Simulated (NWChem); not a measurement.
# SnH2Cl2; SMILES [Cl][SnH2][Cl]

Program: NWChem. The level has its own optimisation; frequencies are unscaled.

Predict the results for B3LYP/3-21G (all-electron, non-relativistic). Quantities: r Cl–Sn (Å); r H–Sn (Å); highest harmonic frequency (cm⁻¹); lowest (cm⁻¹); zero-point energy (kcal/mol).


| Property | Value |
|---|---|
| r Cl–Sn (Å) | 2.420 |
| r H–Sn (Å) | 1.731 |
| highest harmonic frequency (cm⁻¹) | 1953 |
| lowest (cm⁻¹) | 106 |
| zero-point energy (kcal/mol) | 9.8 |
